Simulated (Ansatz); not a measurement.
A run of Ansatz (development build ahead of 0.2.0) on singlet CuCl at this shape:

```yaml
atoms:
  - { symbol: Cu, position_ang: [0.0000, 0.0000, -0.7699] }
  - { symbol: Cl, position_ang: [0.0000, 0.0000, 1.3133] }
```

Its results:

| Item | Value |
| --- | --- |
| Converged | yes |
| Reference energy | -2098.52755 hartree |
| Correlation energy | -0.80659 hartree |
| Total energy | -2099.33414 hartree |
| Spin squared of the determinant | 0.000 |

Task: Which input gives this output? Name the method, the orbitals and the basis set, and write the input.

Result: RHF-MP2 in cc-pVDZ. An unrestricted run that stays on the closed shell gives the same numbers.

```yaml
crystal:
  periodic: [false, false, false]
  atoms:
    - { symbol: Cu, position_ang: [0.0, 0.0, -0.76988] }
    - { symbol: Cl, position_ang: [0.0, 0.0, 1.31333] }
basis:
  gaussian: { orbitals: cc-pVDZ }
hamiltonian:
  xc: hf
correlation:
  method: mp2
  frozen_orbitals: { Cl: 5, Cu: 5 }
```
